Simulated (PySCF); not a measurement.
**In¹⁴⁺: ionisation energy**

In¹⁴⁺ [Ar] 3d10 4s2 4p5 [4p1/2^2 4p3/2^3, M_J = 3/2] → In¹⁵⁺ [Ar] 3d10 4s2 4p4 [4p1/2^2 4p3/2^2, M_J = 2], as a difference of total energies. Calculation: PySCF 2.14, in an uncontracted even-tempered set (18 s from 0.66 bohr⁻², ratio 2.8; 14 p from 0.86 bohr⁻², ratio 2.8; 9 d from 1.5 bohr⁻², ratio 2.8; 4 f from 6.1 bohr⁻², ratio 3); the two-component X2C-1e Hamiltonian. Correlated levels: [Ne] frozen; the 76 highest virtual spinors dropped. "Screened" scales the spin-orbit matrix elements by Boettger's factors to mimic the two-electron term; Breit and QED terms are absent.

```
                    method  ionisation energy (eV)
 GHF (screened spin-orbit)                  367.10
GMP2 (screened spin-orbit)                  368.26
```

Task: How much does correlation contribute at GMP2 (screened spin-orbit)?

Result: 368.26 − (367.10) = 1.16 eV, measured against GHF (screened spin-orbit).

Breit and QED terms and the two-electron picture change are absent.

The labels give the starting determinants; with spin-orbit coupling the two ends relaxed to ⟨J²⟩ = 3.75, ⟨L²⟩ = 2.01, ⟨S²⟩ = 0.76 and ⟨J²⟩ = 6.01, ⟨L²⟩ = 2.78, ⟨S²⟩ = 1.63.

For comparison: 368 ± 3 eV (theoretical estimate listed by NIST; NIST Atomic Spectra Database, ionization energies).
